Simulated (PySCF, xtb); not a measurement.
C₃H₄F₂Si, SMILES [SiH3]C(F)(C#C)F.

GFN2-xTB (xtb 6.7.1) at its own geometry gives an orbital gap of 5.05 eV and a dipole moment of 3.51 D.

Coordinates come from a PBE-D3(BJ)/def2-SVP optimisation. This is a generated structure with no PubChem entry under its InChIKey; it may be hypothetical.

What does ωB97X/def2-TZVP run with PySCF give? (Estimate from the structure and the level; the computed values follow.)

gap 12.42 eV (levels -10.76 and 1.66 eV), dipole 2.38 D.
